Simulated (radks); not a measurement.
Problem. Coherent X-ray form factor from a spherical all-electron density. Calculated with a radial shooting solver on a logarithmic mesh with Libxc functionals: scalar-relativistic Kohn-Sham, PBE, spin-unpolarised, spherical densities, point nucleus.

| sin(theta)/lambda (1/angstrom) | f0 (electrons) |
|---|---|
| 0.05 | 39.588 |
| 0.1 | 38.416 |
| 0.15 | 36.649 |
| 0.2 | 34.512 |
| 0.25 | 32.222 |
| 0.3 | 29.961 |
| 0.4 | 25.943 |
| 0.5 | 22.812 |
| 0.6 | 20.430 |
| 0.8 | 16.878 |
| 1 | 13.937 |
| 1.25 | 10.812 |
| 1.5 | 8.512 |
| 2 | 6.095 |

The species is in the configuration that NIST lists as its ground one. Which atom or ion scatters so?

Solution. The ruthenium ion Ru4+, [Kr] 4d4. Extrapolating in s^2 from the first two rows gives f0(0) = 40.0, near the electron count 40; among species with that count, the fall with angle is slower the higher Z, and the table is that of Z = 44; from so few rows the species is fixed only to a neighbour or two.
